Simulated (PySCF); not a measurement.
C4H3N2, SMILES [c]1cnccn1, multiplicity 2. Geometry: r2SCAN-D4/def2-SVP. The isomer is the one that the SMILES or the coordinates give; other isomers of the formula were not compared.

Computed equilibrium geometry at r2SCAN-D4/def2-SVP (PySCF confirms it by a frequency run) as Cartesian coordinates in Å, and its point group:
point group Cs.
```xyz
9

C      1.3122     0.3875     0.0000
N      1.0957    -0.8838     0.0000
C     -0.1761    -1.3157     0.0000
C     -1.2125    -0.3764     0.0000
N     -0.9769     0.9391     0.0000
C      0.2942     1.3510     0.0000
H     -0.3646    -2.3954     0.0000
H     -2.2609    -0.6989     0.0000
H      0.4873     2.4289     0.0000
```
Charge 0, spin multiplicity 2.
